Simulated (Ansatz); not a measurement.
Ansatz (an electronic-structure program) input (PBE0/def2-QZVPP):
A basis named .json is the Basis Set Exchange file of that set.

Ansatz 0.2 input:
```yaml
crystal:
  periodic: [false, false, false]
  atoms:
    - {symbol: B, position_ang: [-0.00000000, -0.00000000, -2.21817101]}
    - {symbol: I, position_ang: [0.00000000, 0.00000000, 0.20926142]}
basis:
  gaussian:
    orbitals: def2-QZVPP.json
hamiltonian:
  xc: {name: PBE0}
total_charge: -1
magnetization: {spin_polarized: true, initial_magnetization: 1}
```

Output:

```
Functional definition: PBE0
integrals: 0.03 GiB planned
629 factors; their error is unknown
mean field: 0.52 GiB planned
mean field evaluation 1: about -8773.0252 eV, gradient 1.7e1 eV
mean field evaluation 2: about -8772.0366 eV, gradient 2.2e1 eV
mean field evaluation 4: about -8774.9647 eV, gradient 1.7e0 eV
mean field evaluation 8: about -8775.0198 eV, gradient 3.6e-2 eV
mean field evaluation 16: about -8775.0198 eV, gradient 2.5e-5 eV
mean field -8775.01984405 eV, -322.4760313466 hartree, gradient 2.5e-5 eV, S^2 0.756366; 1 other end points of the search recorded, 0 dependent functions left out
reference -8775.01986558 eV, -322.4760321381 hartree; 16, 15 occupied and 123, 124 virtual orbitals, 629 factors
Total energy: -8775.01986558 eV, -322.4760321381 hartree
```
